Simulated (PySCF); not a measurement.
**W²⁺ (tungsten, charge +2) across methods**

[Xe] 4f14 5d3 6s1, 6s spin antiparallel (an excited configuration). Calculation: PySCF 2.14, in x2c-TZVPPall (11s7p7d3f1g, 97 functions); the spin-free X2C one-electron Hamiltonian (Gaussian nucleus).

| method | E (hartree) | mean ε 4f β (eV) | mean ε 5d α (eV) | mean ε 6s β (eV) | Σ⟨r²⟩ (bohr²) | ⟨S²⟩ |
| --- | --- | --- | --- | --- | --- | --- |
| CAM-B3LYP | -16143.46 | -58.150 | -25.872 | -22.193 | 45.75 | 3.001 |
| M06-2X | -16144.12 | -62.510 | -25.959 | -21.836 | 45.70 | 3.002 |
| PBE | -16142.51 | -52.618 | -22.951 | -20.111 | 45.78 | 3.001 |
| LDA | -16132.15 | -53.031 | -23.054 | -20.521 | 45.73 | 3.000 |
| BP86 | -16144.53 | -52.796 | -23.072 | -20.383 | 45.76 | 3.001 |
| r2SCAN | -16142.60 | -53.090 | -23.396 | -20.278 | 45.68 | 3.002 |
| PBE0 | -16142.29 | -57.098 | -24.532 | -20.775 | 45.69 | 3.001 |

Estimate the same row for UHF.

E (hartree) = -16137.34050; mean ε 4f β (eV) = -69.539; mean ε 5d α (eV) = -28.500; mean ε 6s β (eV) = -22.017; Σ⟨r²⟩ (bohr²) = 45.90; ⟨S²⟩ = 3.004.

Spin-orbit coupling, absent here, splits the open shell strongly. With the s spin flipped the determinant is a mixture of two multiplicities, not a spectroscopic state.
